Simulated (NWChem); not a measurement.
Molecule: MgHF; SMILES [F][MgH]

```xyz
3

Mg    -0.0009    -0.5924     0.0000
H     -0.0055    -2.2802     0.0000
F      0.0008     1.1687     0.0000
```
Atoms are numbered in this order, from 1.

Computed with NWChem. Geometry optimised at PBE0/def2-SVP; all other runs use it. 

```json
[
 {"quantity": "−ε(HOMO) (eV)", "level": "M06-2X/aug-cc-pVDZ", "value": "9.46"},
 {"quantity": "first 1s excitation (eV), F K edge, unshifted", "level": "PBE/def2-TZVP, TDA", "value": "656.0"},
 {"quantity": "isotropic polarisability (bohr³), static", "level": "PBE0/aug-cc-pVDZ", "value": "26.3"},
 {"quantity": "vertical, lowest state with f > 0.02, singlet (eV)", "level": "B3LYP/def2-SVPD, TDA", "value": "___"},
 {"quantity": "dipole (D)", "level": "PBE0/def2-SVP", "value": "___"},
 {"quantity": "highest harmonic frequency (cm⁻¹)", "level": "PBE0/def2-SVP", "value": "___"}
]
```

Question: Fill in the missing entries.

Answer: 
- vertical, lowest state with f > 0.02, singlet (eV), value: 6.70
- dipole (D), value: 1.47
- highest harmonic frequency (cm⁻¹), value: 1660
